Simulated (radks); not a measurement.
Successive ionisation energies (eV) of one element, from differences of total energies of ions in their ground configurations, starting at charge 44: 3484.9, 3789.1, 3884.3, 3978.1, 4102.7, 4200.4, 4296.7, 4495.5, 4597.6, 10811.9, 11072.8, 11329.1, 11678.3, 11947.6, 12212.1, 12579.1, 12830.1, 52923, 53990. All-electron calculation, non-relativistic Kohn-Sham, PBE, spin-polarised, spherical densities, point nucleus; open shells are filled with parallel spins first (spin-orbit coupling, left out, can overturn this in heavy ions); relativity is left out, which matters for an element this heavy. Program: a radial shooting solver on a logarithmic mesh with Libxc functionals. Which element is it?

Answer. Europium (Z = 63). The first species listed is Eu44+ in [Ar] 3d1, the last Eu62+ in 1s1.
